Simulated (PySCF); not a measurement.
## Radial density of Zn (zinc, neutral)

MN15, [Ar] 3d10 4s1 4p1, high-spin 3P determinant (an excited configuration). Calculation: PySCF 2.14, in ANO-RCC-VTZP (6s5p3d2f1g, 59 functions); scalar relativity by spin-free X2C-1e.

| r (bohr) | 4πr²ρ (e/bohr) | 4πr²(ρα − ρβ) |
| --- | --- | --- |
| 0.000893 | 0.2893 | 0.0001 |
| 0.00150 | 0.7197 | 0.0003 |
| 0.00253 | 1.752 | 0.0007 |
| 0.00425 | 4.113 | 0.0016 |
| 0.00715 | 9.093 | 0.0036 |
| 0.0120 | 18.08 | 0.0069 |
| 0.0202 | 29.91 | 0.0105 |
| 0.0340 | 36.68 | 0.0099 |
| 0.0572 | 31.39 | 0.0044 |
| 0.0963 | 31.69 | 0.0178 |
| 0.162 | 42.02 | 0.0292 |
| 0.272 | 25.09 | -0.0358 |
| 0.458 | 22.29 | 0.0154 |
| 0.771 | 19.52 | -0.0430 |
| 1.30 | 5.231 | 0.2664 |
| 2.18 | 1.361 | 0.7412 |
| 3.67 | 0.4487 | 0.4173 |
| 6.17 | 0.06014 | 0.0599 |
| 10.4 | 0.001109 | 0.0011 |

Densities and radii are taken from the X2C orbitals without a picture-change correction, which distorts them close to the nucleus.

Task: Where is the radial spin density 4πr²(ρα − ρβ) most negative, and why is it negative at all?

Result: Around r = 0.771 bohr, down to -0.0430 e/bohr: exchange with the open shell polarises the paired shells in an unrestricted calculation.
